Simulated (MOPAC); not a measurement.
MOPAC input (AM1):

```
AM1 FORCE THERMO(298,298) PRECISE LET UHF MS=0.5 GEO-OK AUX(PRECISION=9) THREADS=1
C2H7O2Si

C     1.53571287 1   -0.89221188 1    0.31368229 1
Si   -0.00846685 1   -0.02567873 1   -0.00099744 1
C    -1.50721399 1   -0.87559035 1    0.49616952 1
O    -0.03120499 1    0.37349760 1   -1.72378029 1
O    -0.03323620 1    1.55456503 1    0.77984007 1
H     1.37427905 1   -1.95238395 1    0.62040078 1
H     2.19206851 1   -0.91083142 1   -0.58905937 1
H     2.11691307 1   -0.40018131 1    1.13026261 1
H    -2.20025074 1   -1.03029904 1   -0.36514979 1
H    -1.30732857 1   -1.87815052 1    0.94141247 1
H    -2.06476702 1   -0.27955947 1    1.25987532 1
H     0.49038714 1    2.22245665 1    0.35668907 1
```

From the output:

```
     H   12   0.007011   0.005498   0.006635   0.008930   0.005261   7.295447

          HEAT OF FORMATION =    -107.997107 KCALS/MOLE

          ZERO POINT ENERGY      55.818 KCAL/MOL

           NORMAL COORDINATE ANALYSIS (Total motion = 1 Angstrom)

   Root No.       1         2         3         4         5         6         7         8

                 1 A       2 A       3 A       4 A       5 A       6 A       7 A       8 A

                  63.3      75.5     109.0     156.1     192.3     219.7     224.6     229.4

           1   -0.0001   -0.0000   -0.0035   -0.0071   -0.0050   -0.0191    0.0061    0.0587
           2   -0.0038   -0.0026    0.0406   -0.0199   -0.0496    0.0289   -0.0426    0.0054
           3    0.0001   -0.0117    0.0084    0.0667   -0.0212    0.0328    0.0416    0.0171
           4    0.0004    0.0001   -0.0060   -0.0095   -0.0065   -0.0199    0.0060    0.0590
           5    0.0005   -0.0010    0.0051   -0.0077    0.0110   -0.0273    0.0414   -0.0173
           6   -0.0003   -0.0004    0.0010    0.0009    0.0030   -0.0403   -0.0338   -0.0177
           7    0.0032    0.0018   -0.0245    0.0257    0.0520   -0.0028    0.0261   -0.0412
           8   -0.0009   -0.0016    0.0147   -0.0234   -0.0186   -0.0340    0.0308    0.0324
           9   -0.0115    0.0005   -0.0156   -0.0675    0.0128    0.0496    0.0244    0.0107
          10   -0.0014    0.0061    0.0326    0.0672   -0.0392    0.0396    0.0079   -0.0489
          11   -0.0068   -0.0020   -0.0273    0.0711    0.0158   -0.0166   -0.0498   -0.0154
          12    0.0041    0.0026    0.0368   -0.0267   -0.0133   -0.0255    0.0316   -0.0593
          13   -0.0007   -0.0040   -0.0197   -0.0681   -0.0132    0.0090   -0.0426   -0.0692
          14    0.0100    0.0072   -0.0332   -0.0141    0.0333    0.0630   -0.0054    0.0052
          15    0.0062    0.0065   -0.0151    0.0261    0.0222    0.0040   -0.0408    0.0594
          16   -0.0039    0.0008    0.0166   -0.0283   -0.0511    0.0158   -0.0777    0.0689
          17    0.0471   -0.0017    0.0540   -0.0263   -0.0719    0.0500   -0.0747    0.0123
          18    0.2864   -0.0094    0.0357    0.0812   -0.0326    0.0642    0.0665    0.0332
          19    0.0017    0.0052   -0.0228   -0.0412    0.0446   -0.0974    0.0015    0.0252
          20    0.2150    0.0013    0.0667   -0.0308   -0.0731    0.0519   -0.0777    0.0124
          21   -0.1895   -0.0178   -0.0036    0.0947   -0.0284    0.0562    0.0746    0.0299
          22    0.0019   -0.0066   -0.0033    0.0472   -0.0065    0.0230    0.0974    0.0886
          23   -0.2801   -0.0073    0.0253   -0.0162   -0.0692    0.0452   -0.0681    0.0092
          24   -0.0978   -0.0161    0.0036    0.0916   -0.0287    0.0571    0.0721    0.0314
          25    0.0095   -0.2127   -0.0670    0.0058    0.0548    0.0319    0.0475   -0.0520
          26   -0.0114    0.1070    0.0335   -0.0849   -0.0426    0.0145    0.0594    0.1205
          27   -0.0082   -0.1462   -0.0452   -0.0928    0.0110    0.0849    0.0457    0.0173
          28    0.0050   -0.0030   -0.0370    0.0490    0.0974    0.0123    0.0415   -0.1231
          29    0.0004   -0.0001    0.0048   -0.0040    0.0204   -0.0210    0.0444   -0.0361
          30   -0.0251    0.2818    0.0260   -0.0887    0.0280    0.0839    0.0481    0.0278
          31   -0.0028    0.2206    0.0145    0.0533    0.0641   -0.0337    0.0101   -0.0617
          32    0.0071   -0.1120    0.0166    0.0014   -0.0638   -0.1117   -0.0200    0.0743
          33   -0.0085   -0.1354   -0.0432   -0.0911    0.0116    0.0841    0.0442    0.0182
          34   -0.0247   -0.0631    0.3960   -0.0277    0.2496    0.0912   -0.1212    0.0763
          35    0.0102    0.0081   -0.0406   -0.0145    0.0259    0.0559   -0.0003    0.0007
          36    0.0244    0.0429   -0.2601    0.0001   -0.0861    0.0535   -0.0504    0.0032

   Root No.       9        10        11        12        13        14        15        16

                 9 A      10 A      11 A      12 A      13 A      14 A      15 A      16 A

                 604.0     705.5     789.4     798.4     800.7     812.4     883.3     915.8

           1    0.1200   -0.1147   -0.0149   -0.0040    0.0013   -0.0096    0.0108   -0.0048
           2    0.0055    0.0174   -0.0281    0.0092   -0.0055   -0.0352   -0.0283   -0.0021
           3   -0.0005   -0.0028   -0.0165    0.0422    0.0239    0.0154   -0.0027   -0.0318
           4   -0.0165    0.0811    0.0209    0.0032    0.0002    0.0169   -0.0227    0.0055
           5    0.0218    0.0492   -0.0327   -0.0054   -0.0079    0.0100    0.0293    0.0012
           6    0.0027   -0.0076   -0.0032    0.0236   -0.0099    0.0038    0.0016    0.0667
           7   -0.0565   -0.0400    0.0307    0.0163    0.0113   -0.0288    0.0279   -0.0015
           8   -0.0991   -0.1188    0.0023   -0.0064    0.0005    0.0035   -0.0247    0.0004
           9    0.0001   -0.0041    0.0112    0.0175   -0.0451    0.0027    0.0036   -0.0351
          10   -0.0129   -0.0017   -0.0211    0.0132   -0.0074    0.0014    0.0086    0.0138
          11    0.0243    0.0093    0.0380   -0.0212    0.0195   -0.0065   -0.0157   -0.0262
          12    0.0337    0.0103    0.0553   -0.0277    0.0249   -0.0069   -0.0220   -0.0416
          13   -0.0175    0.0050   -0.0236   -0.0235    0.0001   -0.0070    0.0130   -0.0186
          14    0.0248   -0.0007    0.0263    0.0279   -0.0045    0.0063   -0.0066    0.0233
          15   -0.0372    0.0093   -0.0502   -0.0450    0.0038   -0.0063    0.0246   -0.0422
          16    0.0796   -0.1906    0.1229   -0.0224    0.0535    0.2134    0.1491   -0.0248
          17   -0.0066   -0.0249    0.0408   -0.0179    0.0072    0.0611    0.0404    0.0014
          18    0.0018    0.0054    0.0240   -0.0564   -0.0392   -0.0209    0.0032    0.0410
          19    0.1175   -0.0381   -0.1790    0.2094    0.0915   -0.0782   -0.1078   -0.1429
          20   -0.0037   -0.0272    0.0362   -0.0186    0.0046    0.0533    0.0380    0.0063
          21    0.0011    0.0040    0.0274   -0.0597   -0.0389   -0.0180    0.0082    0.0446
          22    0.1158   -0.0332    0.0337   -0.2052   -0.1434   -0.1522   -0.0337    0.1531
          23   -0.0055   -0.0245    0.0334   -0.0148    0.0054    0.0519    0.0353    0.0025
          24    0.0000    0.0091    0.0259   -0.0593   -0.0397   -0.0214    0.0016    0.0444
          25   -0.0457   -0.0349   -0.0180   -0.0327    0.0989   -0.0074   -0.0032    0.0708
          26   -0.1074   -0.0139    0.0345   -0.0093    0.2326   -0.1099    0.0950    0.1425
          27    0.0006    0.0081   -0.0188   -0.0206    0.0709   -0.0051    0.0016    0.0510
          28   -0.0222   -0.1073   -0.0926   -0.0718   -0.0371    0.1156   -0.1341    0.0099
          29   -0.0649   -0.1632   -0.1006   -0.0784   -0.0373    0.1211   -0.1523    0.0115
          30    0.0004    0.0053   -0.0202   -0.0208    0.0646   -0.0008   -0.0052    0.0449
          31   -0.0442   -0.0502    0.0328    0.0340   -0.0978    0.0050    0.0064   -0.0705
          32   -0.1054   -0.0490    0.1364    0.1270   -0.1682   -0.0826    0.1122   -0.1495
          33   -0.0007    0.0026   -0.0187   -0.0209    0.0653   -0.0026   -0.0061    0.0460
          34   -0.0141   -0.0150    0.0394    0.0140   -0.0055   -0.0205   -0.0467    0.0017
          35    0.0245    0.0037    0.0183    0.0228   -0.0035    0.0084    0.0018    0.0194
          36   -0.0186   -0.0512    0.0513    0.0227   -0.0096   -0.0429   -0.0992   -0.0034

   Root No.      17        18        19        20        21        22        23        24

                17 A      18 A      19 A      20 A      21 A      22 A      23 A      24 A

                1010.9    1372.1    1374.2    1383.3    1383.9    1384.5    1387.1    3053.1

           1    0.0012   -0.0159   -0.0449   -0.0029    0.0036    0.0061   -0.0076   -0.0000
           2   -0.0136   -0.0020   -0.0052    0.0170   -0.0212   -0.0166    0.0018   -0.0002
           3    0.0007    0.0017    0.0053    0.0078   -0.0028    0.0079   -0.0328    0.0004
           4   -0.0075   -0.0027   -0.0032   -0.0005   -0.0002    0.0009   -0.0005   -0.0002
           5    0.0411   -0.0034    0.0017   -0.0003   -0.0005    0.0009    0.0002   -0.0001
           6   -0.0062   -0.0003    0.0006    0.0001   -0.0002    0.0000    0.0003   -0.0005
           7   -0.0015   -0.0279    0.0103    0.0141    0.0154   -0.0056    0.0012   -0.0107
           8   -0.0081   -0.0340    0.0129   -0.0113   -0.0182    0.0164    0.0038    0.0049
           9   -0.0066   -0.0054    0.0019   -0.0196    0.0005   -0.0235   -0.0124   -0.0512
          10    0.0043    0.0000    0.0007    0.0002   -0.0001   -0.0001   -0.0001   -0.0000
          11   -0.0104    0.0006   -0.0010    0.0001    0.0002   -0.0001    0.0001    0.0000
          12   -0.0093    0.0005   -0.0012   -0.0000    0.0004   -0.0000   -0.0002   -0.0000
          13   -0.0083    0.0002    0.0004    0.0003    0.0001   -0.0002    0.0002   -0.0000
          14   -0.0441    0.0004   -0.0003    0.0001   -0.0001   -0.0003   -0.0001   -0.0001
          15   -0.0130   -0.0001    0.0001   -0.0001   -0.0002    0.0000    0.0001   -0.0000
          16    0.0693    0.0624    0.1867    0.0625   -0.0815   -0.0848    0.0605   -0.0011
          17    0.0193    0.0244    0.0710    0.0130   -0.0303   -0.0510    0.0842    0.0024
          18   -0.0012   -0.0144   -0.0528   -0.1100    0.0715   -0.0391    0.2979   -0.0002
          19   -0.0418    0.0781    0.2028   -0.0437    0.0358   -0.0148    0.1148   -0.0009
          20    0.0139    0.0000   -0.0042   -0.0421    0.0916    0.1340   -0.2029   -0.0014
          21    0.0022   -0.0433   -0.1095    0.0684   -0.1064   -0.1097    0.0999   -0.0012
          22   -0.0309    0.0819    0.2248    0.0205   -0.0023    0.0164   -0.0711    0.0022
          23    0.0129    0.0057   -0.0047   -0.1740    0.1909    0.1141    0.0972    0.0017
          24   -0.0045    0.0386    0.0994   -0.0527    0.0688    0.0526   -0.0082   -0.0048
          25    0.0079    0.1331   -0.0426   -0.0494   -0.1354    0.1446    0.0405   -0.2192
          26    0.0293    0.1545   -0.0562   -0.0517    0.0781   -0.1871   -0.0756   -0.0389
          27    0.0051    0.1301   -0.0432   -0.0577   -0.0956    0.0736    0.0137    0.2563
          28   -0.0130    0.1324   -0.0536    0.0620    0.1007   -0.0890   -0.0202    0.0671
          29   -0.0135    0.1155   -0.0467    0.0482    0.0749   -0.0650   -0.0144   -0.0801
          30    0.0018    0.0519   -0.0194    0.1950    0.0002    0.2251    0.1169   -0.0239
          31   -0.0080    0.1083   -0.0334   -0.1782   -0.1397    0.0014   -0.0358    0.2845
          32   -0.0028    0.2050   -0.0759    0.1423    0.0765    0.0385    0.0393    0.0623
          33    0.0002   -0.1146    0.0378    0.0983    0.0901   -0.0181    0.0140    0.3932
          34    0.2905   -0.0015   -0.0005   -0.0013    0.0006    0.0015   -0.0009   -0.0000
          35   -0.0794    0.0006   -0.0005    0.0002   -0.0002   -0.0005   -0.0000   -0.0001
          36    0.5923   -0.0009    0.0012   -0.0003    0.0010    0.0011   -0.0009   -0.0001

   Root No.      25        26        27        28        29        30

                25 A      26 A      27 A      28 A      29 A      30 A

                3058.0    3062.4    3063.5    3163.8    3165.5    3603.2

           1   -0.0001   -0.0002   -0.0000    0.0029    0.0216   -0.0003
           2   -0.0063   -0.0477   -0.0022   -0.0002   -0.0010    0.0000
           3   -0.0546    0.0055    0.0002    0.0001    0.0004   -0.0002
           4    0.0000   -0.0001    0.0005    0.0006    0.0010    0.0001
           5   -0.0001   -0.0005   -0.0001    0.0010   -0.0002   -0.0007
           6   -0.0006    0.0001   -0.0001   -0.0000   -0.0000    0.0003
           7   -0.0002   -0.0018    0.0430    0.0079   -0.0012    0.0001
```
